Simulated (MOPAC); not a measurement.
A run for MOPAC: PM6 on ZrCl, 2S+1 = 4, a spin state set in the input, which need not be the lowest, a point of a bond scan (R = 2.486 Å).

```
PM6 1SCF PRECISE CHARGE=0 UHF MS=1.5 THREADS=1
ClZr

Zr     0.00000000 1     0.00000000 1     0.00000000 1
Cl     0.00000000 1     0.00000000 1     2.48612500 1
```

Program output:

```
*******************************************************************************
 **                                                                           **
 **                              MOPAC v23.2.5                                **
 **                                                                           **
 *******************************************************************************
 ** MOPAC's Digital Object Identifier: https://doi.org/10.5281/zenodo.6511958 **
 **                                                                           **
 ** Please cite the open-source release paper for use of this MOPAC version:  **
 ** J. E. Moussa and J. J. P. Stewart (2026)                                  **
 ** MOPAC: An open-source semiempirical molecular orbital program             **
 ** J. Open Source Softw., 11(119), 8025, https://doi.org/10.21105/joss.08025 **
 *******************************************************************************

                              PM6 CALCULATION RESULTS

 *******************************************************************************
 *  PM6        - The PM6 Hamiltonian to be used
 *  UHF        - UNRESTRICTED HARTREE-FOCK CALCULATION
 *
 *
 *
 *                 CHARGE ON SYSTEM = 0
 *
 *
 *
 *  MS=        - IN MECI, MAGNETIC COMPONENT OF SPIN =  1.5
 *  PRECISE    - TIGHTER CRITERIA TO BE USED
 *  1SCF       - DO 1 SCF AND THEN STOP
 *  THREADS=1  - MULTI-THREADING NOT USED
 *  T=         - A TIME OF 172800.0 SECONDS REQUESTED
 *  DUMP=N     - RESTART FILE WRITTEN EVERY 7200.0 SECONDS REQUESTED
 *******************************************************************************
PM6 1SCF PRECISE CHARGE=0 UHF MS=1.5 THREADS=1
 ClZr

   ATOM   CHEMICAL          X               Y               Z
  NUMBER   SYMBOL      (ANGSTROMS)     (ANGSTROMS)     (ANGSTROMS)

     1      Zr          0.00000000  *   0.00000000  *   0.00000000  *
     2      Cl          0.00000000  *   0.00000000  *   2.48612500  *



          CARTESIAN COORDINATES

    NO.       ATOM           X           Y           Z

     1        Zr          0.0000      0.0000      0.0000
     2        Cl          0.0000      0.0000      2.4861

 General Reference for PM6:
 "Optimization of Parameters for Semiempirical Methods V: Modification of NDDO Approximations
 and Application to 70 Elements", J. J. P. Stewart, J. Mol. Mod., 13, 1173-1213 (2007)
 URL: https://link.springer.com/article/10.1007/s00894-007-0233-4

           Empirical Formula: Zr Cl  =     2 atoms



      MOLECULAR POINT GROUP   :   C*v


          UHF CALCULATION, NO. OF ALPHA ELECTRONS =    7
                           NO. OF BETA  ELECTRONS =    4

 -------------------------------------------------------------------------------
 PM6 1SCF PRECISE CHARGE=0 UHF MS=1.5 THREADS=1
 ClZr



     1SCF WAS SPECIFIED, SO BFGS WAS NOT USED
     SCF FIELD WAS ACHIEVED


                              PM6 CALCULATION
                                                       MOPAC v23.2.5 Linux




          FINAL HEAT OF FORMATION =         57.84379 KCAL/MOL =     242.01842 KJ/MOL


          COSMO AREA              =        147.70 SQUARE ANGSTROMS
          COSMO VOLUME            =        164.95 CUBIC ANGSTROMS

          IONIZATION POTENTIAL    =          5.556283 EV
          ALPHA SOMO LUMO (EV)    =         -5.556 -0.298
          BETA  SOMO LUMO (EV)    =        -10.454 -0.622
          NO. OF ALPHA ELECTRONS  =          7
          NO. OF BETA  ELECTRONS  =          4
          MOLECULAR WEIGHT        =        126.6730         POINT GROUP:  C*v

          MOLECULAR DIMENSIONS (Angstroms)

            Atom       Atom       Distance
           Cl     2   Zr     1     2.48612
           Cl     2   Zr     1     0.00000
           Zr     1   Cl     2     0.00000


          SCF CALCULATIONS        =          1





   ATOM   CHEMICAL          X               Y               Z
  NUMBER   SYMBOL      (ANGSTROMS)     (ANGSTROMS)     (ANGSTROMS)

     1      Zr          0.00000000  *   0.00000000  *   0.00000000  *
     2      Cl          0.00000000  *   0.00000000  *   2.48612500  *

                             CARTESIAN COORDINATES

   1   Zr        0.000000000     0.000000000     0.000000000
   2   Cl        0.000000000     0.000000000     2.486125000


           Empirical Formula: Zr Cl  =     2 atoms



      MOLECULAR POINT GROUP   :   C*v


          ALPHA EIGENVALUES
 -24.73643 -11.83355 -10.41648 -10.41648  -6.96301  -5.55628  -5.55628  -0.29765
  -0.05113  -0.05113   1.40407   1.40407   3.14943  92.21172  92.32630  92.32630
  92.54381  92.54381


           BETA EIGENVALUES
 -25.04931 -11.81282 -10.45402 -10.45402  -0.62245   1.16706   1.39797   1.39797
   2.35854   2.35854   2.68757   2.68757   3.75652  92.16645  92.27489  92.27489
  92.47974  92.47974


              NET ATOMIC CHARGES AND DIPOLE CONTRIBUTIONS

  ATOM NO.   TYPE          CHARGE      No. of ELECS.   s-Pop       p-Pop       d-Pop
    1         Zr           0.322881        3.6771     1.00312     0.28536     2.38864
    2         Cl          -0.322881        7.3229     1.99266     5.32987     0.00035
 DIPOLE           X         Y         Z       TOTAL
 POINT-CHG.     0.000     0.000    -3.856     3.856
 HYBRID        -0.000    -0.000    -2.249     2.249
 SUM           -0.000    -0.000    -6.105     6.105


          ATOMIC ORBITAL ELECTRON POPULATIONS

     Atom    s        px        py        pz      x^2-y^2     xz        z^2       yz        xy
    1 Zr   1.00312   0.04005   0.04005   0.20526   0.99996   0.10098   0.18675   0.10098   0.99996
    2 Cl   1.99266   1.85888   1.85888   1.61210   0.00004   0.00009   0.00010   0.00009   0.00004


                    (SZ)    =    1.500000
                    (S**2)  =    3.755995


          ATOMIC ORBITAL SPIN POPULATIONS

    Atom   Total    s     px     py     pz   x^2-y^2  xz     z^2    yz     xy
         Atomic
    1 Zr  3.0655  0.958  0.008  0.008  0.021  1.000  0.018  0.034  0.018  1.000
    2 Cl -0.0655  0.000 -0.026 -0.026 -0.013  0.000  0.000  0.000  0.000  0.000

 **********************
 *                    *
 * JOB ENDED NORMALLY *
 *                    *
 **********************




 == MOPAC DONE ==
```

The run finished.

Cost: very roughly 0.03 core-seconds.
